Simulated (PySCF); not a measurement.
## Exercise with solution: dipole moment from atomic charges

SiH₂Cl₂, SMILES Cl[SiH2]Cl. Atoms are numbered in the order given.

```xyz
5

Si     0.0000     0.0000     0.7664
Cl     1.6824     0.0000    -0.4085
Cl    -1.6824     0.0000    -0.4085
H      0.0000    -1.2244     1.5799
H      0.0000     1.2244     1.5799
```

Coordinates come from a B3LYP-D3(BJ)/def2-TZVP optimisation. The isomer is the one that the SMILES or the coordinates give; other isomers of the formula were not compared.

Charges (e) from PySCF with PBE0/def2-TZVPD:

```csv
atom,ESP fit,IAO
Si1,0.047,0.858
Cl2,-0.074,-0.307
Cl3,-0.074,-0.307
H4,0.050,-0.122
H5,0.050,-0.122
```

The dipole moment of the full density is 1.24 D.

### Question
What dipole moment does each set of point charges give, and which comes closer to that of the density?

### Answer

μ = Σ q r, and 1 e Å = 4.8032 D.
ESP fit: Σ q r = (0.000, 0.000, 0.254) e Å, |μ| = 1.22 D.
IAO: Σ q r = (0.000, 0.000, 0.523) e Å, |μ| = 2.51 D.
ESP fit comes closer in size. Point charges leave out the atoms' own dipoles (lone pairs, polarised bonds); fits to the potential absorb them, partitions of the density don't.
